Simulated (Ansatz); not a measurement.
A run on H7OPSSi2 (`O[SiH](S)P[SiH3]`) with other settings.

```yaml
crystal:
  periodic: [false, false, false]
  atoms:
    - {symbol: O, position_ang: [-0.682562, 2.245549, 1.081471]}
    - {symbol: Si, position_ang: [-0.185878, 0.842243, 0.827887]}
    - {symbol: S, position_ang: [-1.245350, -0.582481, 1.679631]}
    - {symbol: P, position_ang: [-0.190298, 0.412692, -1.187465]}
    - {symbol: Si, position_ang: [0.842895, -1.373170, -0.985045]}
    - {symbol: H, position_ang: [-1.481537, 2.464139, 0.778284]}
    - {symbol: H, position_ang: [1.029988, 0.797078, 1.435670]}
    - {symbol: H, position_ang: [-2.058632, -0.668080, 0.751552]}
    - {symbol: H, position_ang: [0.861853, 1.142389, -1.453648]}
    - {symbol: H, position_ang: [-0.075138, -2.373122, -0.847116]}
    - {symbol: H, position_ang: [1.696354, -1.389425, 0.083719]}
    - {symbol: H, position_ang: [1.559144, -1.568597, -2.133662]}
basis:
  gaussian: {orbitals: "6-311G**"}
hamiltonian: {xc: {name: B3LYP}}
accuracy: high
output: {forces: true}
```

```sh
$ ansatz run in.yaml --threads 4 --pin off --events-out ev --progress --plain --max-ram 10444MiB
```

Shortened log:

```
Error: <dir> can't be read: No such file or directory (os error 2)
```
